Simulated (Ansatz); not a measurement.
C$_{3}$HF$_{5}$O (`O=C(C(F)F)C(F)(F)F`), 10 atoms. Total charge 0; spin multiplicity 1. All runs use 8 threads of an Arm Neoverse V1 on a shared host. Correlated methods freeze the cores.

How many basis functions does each run have, and how long does it take in Ansatz? direct RPA on PBE orbitals/def2-TZVPP energy; RKS SPW92 (LDA)/def2-TZVPP energy; RKS PBE0-D4/def2-TZVP relaxation (10 steps); RHF-CCSD(T)/def2-SVP energy; RKS LC-ωPBE/def2-TZVPP energy; RKS PBE0-D4/def2-TZVP frequencies; RKS ωB97M-V/def2-SVP energy; RHF-MP2/def2-TZVPP energy; RKS PBE0-D4/def2-QZVPP energy; RKS ωB97M-V/def2-QZVPP energy; RKS PBE0-D4/def2-SVP energy; RHF-MP2/def2-QZVPP energy. (An estimate is asked.)

Computed: Other jobs shared the machine, so times are rough.

| level | job | functions | wall time | peak host memory (GiB) |
| --- | --- | --- | --- | --- |
| RKS PBE0-D4/def2-SVP | energy | 131 | 1.1 s | 0.37 |
| RKS SPW92 (LDA)/def2-TZVPP | energy | 293 | 1.2 s | 0.43 |
| RKS LC-ωPBE/def2-TZVPP | energy | 293 | 2.5 s | 0.63 |
| RKS ωB97M-V/def2-SVP | energy | 131 | 3.9 s | 0.49 |
| RHF-MP2/def2-TZVPP | energy | 293 | 4.4 s | 0.95 |
| direct RPA on PBE orbitals/def2-TZVPP | energy | 293 | 6.5 s | 0.95 |
| RKS PBE0-D4/def2-QZVPP | energy | 543 | 8 s | 2.4 |
| RKS ωB97M-V/def2-QZVPP | energy | 543 | 17 s | 2.8 |
| RHF-CCSD(T)/def2-SVP | energy | 131 | 23 s | 1.1 |
| RHF-MP2/def2-QZVPP | energy | 543 | 26 s | 4.2 |
| RKS PBE0-D4/def2-TZVP | relaxation (10 steps) | 285 | 43 s | 0.97 |
| RKS PBE0-D4/def2-TZVP | frequencies | 285 | 3 min | 0.99 |

LC-ωPBE has ω = 0.4 bohr⁻¹.
